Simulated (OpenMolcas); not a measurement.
An OpenMolcas run meant for Pt⁴⁺ (ANO-RCC-VDZ, DKH2; inactive shells 1s 2s 2p 3s 3p 3d 4s 4p 4d 4f 5s 5p; intended active space 6 electrons in 5 orbitals (5d)). One step of its input:

```
&RASSCF
FileOrb=start.orb
Symmetry=2
Spin=5
nActEl=6 0 0
Inactive=15 19
Ras2=5 0
CIRoot=5 5 1
SDav=5
CIMx=300
Iter=90 100
PrWF=0.3
OrbListing=Nothing
MaxOrb=0
Atom
>>> COPY $Project.JobIph JOB001
```

Lines from the output:

```
...
      Number of secondary orbitals              13
      Spin quantum number                      2.0
      State symmetry                             2
Orbital specifications:
      -----------------------

      Symmetry species                           1   2
                                                ag  au
      Frozen orbitals                            0   0
      Inactive orbitals                         15  19
      Active orbitals                            5   0
      RAS1 orbitals                              0   0
      RAS2 orbitals                              5   0
      RAS3 orbitals                              0   0
      Secondary orbitals                         7   6
      Deleted orbitals                           0   0
      Number of basis functions                 27  25
      Number of CSFs                             0
      Number of root(s) required                 5
 ************ ERROR ***********
  You can't ask for more roots
  than there are configurations
 ******************************
--- Stop Module: rasscf at  /rc=_RC_INPUT_ERROR_ ---
.####################.
.# User input error #.
.####################.
```

Problem. What is wrong with the input?

Solution. The state symmetry names the wrong parity for these configurations.
